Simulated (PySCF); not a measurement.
`F[C@@H]1C[C@@H](F)[C@H]2C[C@H]21`, C₆H₈F₂

Cartesian coordinates in Å; atom numbers follow the order of the lines, from 1:
```xyz
16

F    -1.2302    2.1022    0.2155
C    -0.5497    1.1493   -0.5238
C    -1.2948   -0.1853   -0.4528
C    -0.6377   -0.9875    0.6820
F    -0.5839   -2.3274    0.3451
C     0.7451   -0.4014    0.8568
C     1.5662   -0.2800   -0.3938
C     0.7999    0.9015    0.1114
H    -0.4929    1.5575   -1.5400
H    -1.1836   -0.7372   -1.3854
H    -2.3559   -0.0184   -0.2766
H    -1.2107   -0.9390    1.6146
H     1.2335   -0.5472    1.8076
H     2.6394   -0.2609   -0.2827
H     1.2301   -0.7842   -1.2859
H     1.3176    1.7668    0.4967
```

Method: PySCF, TDDFT CAM-B3LYP/def2-SVPD circular dichroism and optical rotation, one conformer, gas phase. Geometry: GFN2-xTB.

Draw the ECD and absorption spectra from the lowest 16 states, each a Gaussian of half-width 0.2 eV at 1/e height.


```tsv
E (eV)	λ (nm)	Δε (L mol⁻¹ cm⁻¹)	ε (L mol⁻¹ cm⁻¹)
7.83	158	-0.02	0.681
7.98	155	-0.46	16.6
8.13	153	-3.60	134
8.28	150	-8.63	413
8.43	147	-3.17	920
8.58	145	+9.47	2240
8.73	142	-1.32	3440
8.88	140	-39.86	4280
9.03	137	-40.15	5020
9.18	135	+6.28	5190
9.33	133	+48.45	6670
9.48	131	+43.25	8750
9.63	129	+15.98	9780
```
Δε uses R in velocity form, ε uses f in length form. Only the states computed contribute, so the short-wavelength end is incomplete.
